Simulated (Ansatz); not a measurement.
Reaction (formal loss of a carbene): `C[Te][SiH2]N` → `[CH2]` (triplet) + `N[SiH2][TeH]`

Computed with Ansatz on PBE0-D4/def2-TZVP structures; ΔE is electronic, products minus reactants. CCSD(T)/CBS is the MP2 limit (def2-TZVPP, def2-QZVPP) plus CCSD(T) − MP2 in def2-TZVPP, frozen cores. This one scheme is used for every species. DFT in def2-TZVPP. HSE06 is defined as in plane-wave codes. Triplets are unrestricted, without spin–orbit coupling. Elements past krypton have def2 core potentials. For Te outer-core shells are correlated without core-valence functions, which leaves a few kJ/mol of doubt a bond. Each species was taken in one conformer, which may not be the lowest.

`C[Te][SiH2]N`:

Z-matrix (Å, degrees):
```
C
Te 1 2.150
H 1 1.087 2 109.7
H 1 1.088 2 107.3 3 119.8
H 1 1.088 2 108.4 3 -121.2
Si 2 2.481 1 93.7 3 79.2
N 6 1.715 2 109.5 1 54.7
H 6 1.486 2 112.9 1 -62.3
H 6 1.491 2 103.8 1 -179.9
H 7 1.007 6 120.6 2 -151.5
H 7 1.007 6 121.2 2 57.9
```

`[CH2]` (triplet):

Cartesian coordinates in Å:
```
C -0.111 0.203 -0.151
H 0.784 -0.202 -0.597
H -0.673 -0.001 0.748
```

`N[SiH2][TeH]`:

```xyz
8

N    -1.313    0.389   -0.294
Si    0.332    0.015   -0.597
Te    1.533   -1.445    1.059
H    -1.981   -0.360   -0.197
H    -1.526    1.137    0.346
H     1.047    1.309   -0.697
H     0.438   -0.777   -1.846
H     1.470   -0.268    2.225
```

```
             level  ΔE (kJ/mol)  difference from CCSD(T)/CBS
       LDA (SPW92)        502.3                         59.8
            PBE-D4        444.2                          1.7
            B97M-V        435.3                         -7.2
        r2SCAN0-D4        408.8                        -33.7
           ωB97X-V        446.5                          4.0
               PBE        436.1                         -6.4
           r2SCAN0        406.3                        -36.2
             HSE06        427.8                        -14.7
             BHLYP        407.7                        -34.8
     HF/def2-TZVPP        283.9                       -158.6
SCS-MP2/def2-TZVPP        443.4                          0.9
CCSD(T)/def2-TZVPP        427.1                        -15.4
     HF/def2-QZVPP        284.2                       -158.3
    MP2/def2-QZVPP        453.6                         11.1
SCS-MP2/def2-QZVPP        453.3                         10.8
      HF/CBS(def2)        284.3                       -158.2
       CCSD(T)/CBS        442.5                            0
```

Largest T1 diagnostic among the species: 0.011.

At CCSD(T), def2-SVP lies −36.4 kJ/mol from the extrapolated value and def2-TZVPP −15.4 kJ/mol. From BLYP to BHLYP (50 % exact exchange), in def2-TZVPP and without D4, ΔE moves by −8.3 kJ/mol. In def2-TZVPP, CCSD(T) changes the Hartree–Fock value by +143.2 kJ/mol (the triples alone add +13.0 kJ/mol) and MP2 by +160.8 kJ/mol.

CCSD(T)/CBS has its own doubt, a few kJ/mol and more with outer-core shells, so smaller differences from it don't rank the levels.
